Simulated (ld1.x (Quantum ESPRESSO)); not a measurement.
**O: RRKJ pseudisation with LDA (PZ), scalar-relativistic reference atom.**

The input file (ld1.x (Quantum ESPRESSO) 7.5):

```
&input
   title='O', zed=8., rel=1, dft='PZ', iswitch=3,
   config='[He] 2s2 2p2',
   nld=2, rlderiv=2.00, eminld=-6.0, emaxld=5.0, deld=0.02
 /
 &inputp
   pseudotype=2, tm=.false., lloc=0,
   nlcc=.false.,
   file_pseudopw='O.UPF', file_wfcaegen='ae.wfc', file_wfcncgen='nc.wfc', file_beta='beta', file_chi='chi'
 /
2
2P  2  1   2.00   0.00  1.85  1.85  0.0
2S  1  0   2.00   0.00  0.85  0.85  0.0
 &test
   configts(1)='2s2 2p2'
 /
```

Command:

```bash
ld1.x < O.in > O.out
```

Resulting log (shortened: banner, matrices, multipoles, cross overlaps and the repeated all-electron block are left out):

```
Program LD1 v.7.5
     --------------------------- All-electron run ----------------------------

     O
     scalar relativistic calculation

     atomic number is  8.00
     dft =PZ   lsd =0 sic =0 latt =0  beta=0.20 tr2=1.0E-14
     Exchange-correlation= PZ
                           (   1   1   0   0   0   0   0)
     mesh =1095 r(mesh) =  99.04343 a.u. xmin = -7.00 dx = 0.01250
     1 Ry =  13.60569312 eV, c = 137.03599908

     n l     nl                  e(Ry)          e(Ha)          e(eV)
     1 0     1S 1( 2.00)       -40.7090       -20.3545      -553.8736
     2 0     2S 1( 2.00)        -4.2642        -2.1321       -58.0170
     2 1     2P 1( 2.00)        -3.1862        -1.5931       -43.3505

     final scf error:  4.6E-15 reached in  32 iterations

     Etot =    -145.353407 Ry,     -72.676704 Ha,   -1977.633852 eV

     Ekin =     144.984012 Ry,      72.492006 Ha,    1972.607976 eV
     Encl =    -330.152413 Ry,    -165.076207 Ha,   -4491.952422 eV
     Eh   =      53.356572 Ry,      26.678286 Ha,     725.953151 eV
     Exc  =     -13.541578 Ry,      -6.770789 Ha,    -184.242558 eV

     normalization and overlap integrals

     s(1S/1S) =  1.000000  <r> =   0.2005  <r2> =    0.0543  r(max) =   0.1298
     s(2S/2S) =  1.000000  <r> =   1.0337  <r2> =    1.2711  r(max) =   0.8357
     s(2P/2P) =  1.000000  <r> =   1.0006  <r2> =    1.2505  r(max) =   0.7375

     ------------------------ End of All-electron run ------------------------

     --------------------- Generating NC pseudopotential ---------------------

      Generating local pot.: lloc=0, matching radius rcloc =   0.8500

      Wfc   2P  rcut= 1.860  Estimated cut-off energy=       52.69 Ry
      This function has    0 nodes for 0 < r <    1.860

     ------------------- End of pseudopotential generation -------------------

     Computing logarithmic derivative in   1.99238
     Computing logarithmic derivative in   1.99238
     Computing the partial wave expansion
       no projector for channel:   0
     R is outside the sphere for l=    1 j= 0.00

     ---------------------- Testing the pseudopotential ----------------------

     O
     scalar relativistic calculation

     atomic number is  8.00   valence charge is  6.00
     dft =PZ   lsd =0 sic =0 latt =0  beta=0.20 tr2=1.0E-14
     mesh =1095 r(mesh) =  99.04343 xmin = -7.00 dx = 0.01250

     n l     nl             e AE (Ry)        e PS (Ry)    De AE-PS (Ry)
     1 0     2S   1( 2.00)       -4.26417       -4.26422        0.00005
     2 1     2P   1( 2.00)       -3.18620       -3.18620       -0.00000

     eps = 5.8E-15  iter = 14

     Etot =    -145.353407 Ry,     -72.676704 Ha,   -1977.633852 eV
     Etotps =   -27.362904 Ry,     -13.681452 Ha,    -372.291272 eV

     Ekin =      14.259908 Ry,       7.129954 Ha,     194.015925 eV
     Encl =     -47.062367 Ry,     -23.531183 Ha,    -640.316123 eV
     Ehrt =      13.769825 Ry,       6.884913 Ha,     187.348018 eV
     Ecxc =      -4.216833 Ry,      -2.108417 Ha,     -57.372942 eV
     Epseu=      -4.113436 Ry,      -2.056718 Ha,     -55.966150 eV

     ---------------------- End of pseudopotential test ----------------------
```

Generation and configuration tests took about 0.72 s on one core of a shared server CPU.

Transferability test of the new file with ld1.x, input:

```
&input
   title='O', zed=8., rel=1, dft='PZ', iswitch=2,
   config='[He] 2s2 2p2'
 /
 &test
   file_pseudo='O.UPF', nconf=10,
   configts(1)='2s2 2p2',
   configts(2)='2s2 2p4',
   configts(3)='2s2 2p3',
   configts(4)='2s2 2p1',
   configts(5)='2s2 2p0',
   configts(6)='2s2 2p4.3',
   configts(7)='2s1 2p4',
   configts(8)='2s2 2p3.5',
   configts(9)='2s2 2p2', lsdts(9)=1,
   configts(10)='2s2 2p4', lsdts(10)=1
 /
```

```bash
ld1.x < O.test.in > O.test.out
```

Pseudopotential blocks of its output, shortened (energy terms left out; the distinct warnings before each block abridged to one line each):

```
     ---------------------- Testing the pseudopotential ----------------------

     n l     nl             e AE (Ry)        e PS (Ry)    De AE-PS (Ry)
     1 0     2S   1( 2.00)       -4.26417       -4.26422        0.00006
     2 1     2P   1( 2.00)       -3.18620       -3.18620        0.00000

     eps = 2.5E-15  iter =  7

     Etot =    -145.353407 Ry,     -72.676704 Ha,   -1977.633852 eV
     Etotps =   -27.362905 Ry,     -13.681452 Ha,    -372.291284 eV

     ---------------------- End of pseudopotential test ----------------------

          ---------------------- Testing the pseudopotential ----------------------

     n l     nl             e AE (Ry)        e PS (Ry)    De AE-PS (Ry)
     1 0     2S   1( 2.00)       -1.74582       -1.72533       -0.02048  !
     2 1     2P   1( 4.00)       -0.67608       -0.69540        0.01932  !

     eps = 3.8E-15  iter = 10

     Etot =    -149.049789 Ry,     -74.524894 Ha,   -2027.925687 eV
     Etotps =   -31.106764 Ry,     -15.553382 Ha,    -423.229089 eV
     dEtot_ae =      -3.696382 Ry
     dEtot_ps =      -3.743860 Ry,   Delta E=       0.047478 Ry

     ---------------------- End of pseudopotential test ----------------------

          ---------------------- Testing the pseudopotential ----------------------

     n l     nl             e AE (Ry)        e PS (Ry)    De AE-PS (Ry)
     1 0     2S   1( 2.00)       -2.89559       -2.89640        0.00081
     2 1     2P   1( 3.00)       -1.80713       -1.83784        0.03070  !

     eps = 7.5E-15  iter = 11

     Etot =    -147.830923 Ry,     -73.915462 Ha,   -2011.342178 eV
     Etotps =   -29.860619 Ry,     -14.930309 Ha,    -406.274416 eV
     dEtot_ae =      -2.477516 Ry
     dEtot_ps =      -2.497714 Ry,   Delta E=       0.020198 Ry

     ---------------------- End of pseudopotential test ----------------------

          ---------------------- Testing the pseudopotential ----------------------

     n l     nl             e AE (Ry)        e PS (Ry)    De AE-PS (Ry)
     1 0     2S   1( 2.00)       -5.81386       -5.77188       -0.04198  !
     2 1     2P   1( 1.00)       -4.78017       -4.67924       -0.10093  !

     eps = 7.4E-18  iter =  7

     Etot =    -141.387157 Ry,     -70.693579 Ha,   -1923.670271 eV
     Etotps =   -23.440139 Ry,     -11.720069 Ha,    -318.919332 eV
     dEtot_ae =       3.966250 Ry
     dEtot_ps =       3.922766 Ry,   Delta E=       0.043484 Ry

     ---------------------- End of pseudopotential test ----------------------

          Warning: n=2, l=1 expected 0 nodes, found 1
     ---------------------- Testing the pseudopotential ----------------------

     n l     nl             e AE (Ry)        e PS (Ry)    De AE-PS (Ry)
     1 0     2S   1( 2.00)       -7.51559       -7.37352       -0.14208  !
     2 1     2P   1( 0.00)       -6.56055       -6.26648       -0.29407  !

     eps = 5.1E-15  iter =  6

     Etot =    -135.731038 Ry,     -67.865519 Ha,   -1846.714846 eV
     Etotps =   -17.972944 Ry,      -8.986472 Ha,    -244.534359 eV
     dEtot_ae =       9.622369 Ry
     dEtot_ps =       9.389961 Ry,   Delta E=       0.232409 Ry

     ---------------------- End of pseudopotential test ----------------------

          ---------------------- Testing the pseudopotential ----------------------

     n l     nl             e AE (Ry)        e PS (Ry)    De AE-PS (Ry)
     1 0     2S   1( 2.00)       -1.45416       -1.42608       -0.02809  !
     2 1     2P   1( 4.30)       -0.39424       -0.40661        0.01237  !

     eps = 6.5E-15  iter = 12

     Etot =    -149.209566 Ry,     -74.604783 Ha,   -2030.099569 eV
     Etotps =   -31.271319 Ry,     -15.635659 Ha,    -425.467964 eV
     dEtot_ae =      -3.856159 Ry
     dEtot_ps =      -3.908414 Ry,   Delta E=       0.052255 Ry

     ---------------------- End of pseudopotential test ----------------------

          ---------------------- Testing the pseudopotential ----------------------

     n l     nl             e AE (Ry)        e PS (Ry)    De AE-PS (Ry)
     1 0     2S   1( 1.00)       -2.90595       -2.92030        0.01435  !
     2 1     2P   1( 4.00)       -1.81320       -1.86085        0.04764  !

     eps = 6.1E-15  iter = 15

     Etot =    -146.740321 Ry,     -73.370161 Ha,   -1996.503783 eV
     Etotps =   -28.801598 Ry,     -14.400799 Ha,    -391.865699 eV
     dEtot_ae =      -1.386914 Ry
     dEtot_ps =      -1.438693 Ry,   Delta E=       0.051779 Ry

     ---------------------- End of pseudopotential test ----------------------

          ---------------------- Testing the pseudopotential ----------------------

     n l     nl             e AE (Ry)        e PS (Ry)    De AE-PS (Ry)
     1 0     2S   1( 2.00)       -2.28990       -2.28154       -0.00837  !
     2 1     2P   1( 3.50)       -1.20764       -1.23597        0.02834  !

     eps = 1.7E-15  iter = 11

     Etot =    -148.581903 Ry,     -74.290952 Ha,   -2021.559778 eV
     Etotps =   -30.626749 Ry,     -15.313374 Ha,    -416.698146 eV
     dEtot_ae =      -3.228496 Ry
     dEtot_ps =      -3.263844 Ry,   Delta E=       0.035348 Ry

     ---------------------- End of pseudopotential test ----------------------

          ---------------------- Testing the pseudopotential ----------------------

     n l     nl             e AE (Ry)        e PS (Ry)    De AE-PS (Ry)
     1 0     2S   1( 1.00)       -4.38318       -4.39698        0.01380  !
     2 1     2P   1( 2.00)       -3.31246       -3.31777        0.00531  !
     1 0     2S   2( 1.00)       -4.06700       -4.05256       -0.01443  !
     2 1     2P   2( 0.00)       -2.97813       -2.97752       -0.00061

     eps = 6.4E-16  iter = 14

     Etot =    -145.517591 Ry,     -72.758796 Ha,   -1979.867692 eV
     Etotps =   -27.529089 Ry,     -13.764544 Ha,    -374.552336 eV
     dEtot_ae =      -0.164184 Ry
     dEtot_ps =      -0.166184 Ry,   Delta E=       0.002000 Ry

     ---------------------- End of pseudopotential test ----------------------

          ---------------------- Testing the pseudopotential ----------------------

     n l     nl             e AE (Ry)        e PS (Ry)    De AE-PS (Ry)
     1 0     2S   1( 1.00)       -1.82991       -1.81773       -0.01218  !
     2 1     2P   1( 3.00)       -0.75735       -0.78185        0.02451  !
     1 0     2S   2( 1.00)       -1.61232       -1.58267       -0.02965  !
     2 1     2P   2( 1.00)       -0.54973       -0.56437        0.01464  !

     eps = 5.4E-15  iter = 12

     Etot =    -149.153353 Ry,     -74.576676 Ha,   -2029.334747 eV
     Etotps =   -31.214971 Ry,     -15.607485 Ha,    -424.701310 eV
     dEtot_ae =      -3.799946 Ry
     dEtot_ps =      -3.852066 Ry,   Delta E=       0.052120 Ry

     ---------------------- End of pseudopotential test ----------------------
```
